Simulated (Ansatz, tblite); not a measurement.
Cost and result up the ladder for SnMe2 (C2H6Sn) (9 atoms). Charge 0, multiplicity 1. Geometry: PBE0-D4/def2-TZVP.

| atom | x (Å) | y (Å) | z (Å) |
| --- | --- | --- | --- |
| Sn1 | -0.289 | 1.377 | 0.598 |
| C2 | -1.301 | 0.141 | -0.901 |
| H3 | -1.597 | -0.809 | -0.444 |
| H4 | -0.603 | -0.096 | -1.711 |
| H5 | -2.184 | 0.623 | -1.321 |
| C6 | 1.292 | -0.105 | 0.918 |
| H7 | 1.834 | -0.259 | -0.022 |
| H8 | 0.846 | -1.066 | 1.193 |
| H9 | 2.002 | 0.194 | 1.689 |

Ansatz on 4 threads of Arm Neoverse V2 on a shared host; xTB runs through tblite on one thread. Times are rough, summed over both states, and most runs start from the orbitals of an earlier one. PBE0-D4/def2-TZVP serves as the yardstick here, not as an exact answer. The other state is a doublet.

In the def2 sets Sn takes a core potential; there is no spin–orbit coupling. The xTB rows come from tblite.

Raw xTB energies of ions are shifted by several eV.

| level | functions | vertical IE (eV) | difference from PBE0-D4/def2-TZVP (eV) |
| --- | --- | --- | --- |
| PBE-D4/def2-TZVP | 148 | 7.87 | -0.05 |
| r2SCAN-D4/def2-TZVP (with forces) | 148 | 7.87 | -0.05 |
| GFN1-xTB | 29 | 13.71 | 5.78 |
| PBE0-D4/def2-TZVP | 148 | 7.92 | 0.00 |
| GFN2-xTB | 23 | 12.69 | 4.76 |

(1) Estimate how long each takes.

Answers

(1) GFN1-xTB 0.006 s; GFN2-xTB 0.006 s; PBE-D4/def2-TZVP 2.6 s; PBE0-D4/def2-TZVP 3.5 s; r2SCAN-D4/def2-TZVP (with forces) 6.2 s. On shared hardware such times vary by a factor of up to 3.
